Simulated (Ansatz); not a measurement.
A search over several starts for the lowest SCF solution of Sr₂S₂ at the given spin, in a small basis.

```yaml
crystal:
  periodic: [false, false, false]
  atoms:
    - {symbol: Sr, position_ang: [1.119702, 0.969200, -1.050753]}
    - {symbol: Sr, position_ang: [-1.120089, -0.971344, 1.048308]}
    - {symbol: S, position_ang: [1.531002, -1.053429, 0.659717]}
    - {symbol: S, position_ang: [-1.530614, 1.055573, -0.657282]}
basis:
  gaussian: {orbitals: def2-SVP}
magnetization: {spin_polarized: true, initial_magnetization: 0}
hamiltonian: {xc: pbe0, dispersion: d4}
output: {orbitals: {seedname: orbitals}}
```

```sh
$ ansatz run in.yaml --threads 4 --pin off --events-out ev --progress --plain --max-ram 3916MiB
```

Shortened log:

```
Functional definition: PBE0
  name "PBE0"
  cite "Adamo & Barone, J. Chem. Phys. 110, 6158 (1999) doi:10.1063/1.478522"
  cite "Perdew, Burke & Ernzerhof, Phys. Rev. Lett. 77, 3865 (1996) doi:10.1103/PhysRevLett.77.3865"
  parent pbe
  parameter a = 0.25
  parameter kappa = 0.804
  parameter beta = 0.06672455060314922
  exchange = (1 - a)*pbe_x(kappa = kappa, mu = beta*pi^2/3) + a*exact_x
  correlation = pbe_c(beta = beta)
768 factors; integrals over basis functions are off by at most 2.7e-4 eV
mean field evaluation 1: about -23325.6186 eV, gradient 3.0e1 eV
mean field evaluation 2: about -23299.2187 eV, gradient 6.5e1 eV
mean field evaluation 4: about -23331.9250 eV, gradient 1.4e0 eV
mean field evaluation 8: about -23332.2281 eV, gradient 3.0e-2 eV
mean field evaluation 16: about -23332.2281 eV, gradient 2.0e-5 eV
mean field -23332.22809165 eV, -857.4435672158 hartree, gradient 2.0e-5 eV, S^2 0.000000; 0 other end points of the search recorded, 0 dependent functions left out
reference -23332.22812863 eV, -857.4435685748 hartree; 26, 26 occupied and 56, 56 virtual orbitals, 768 factors
Total energy: -23332.35330527 eV, -857.4481687316 hartree
```

It took 2 s on 4 threads of Arm Neoverse V2 on a shared host.

In the def2 sets Sr takes a core potential; there is no spin–orbit coupling. The structure comes from a short search, and lower isomers may exist.
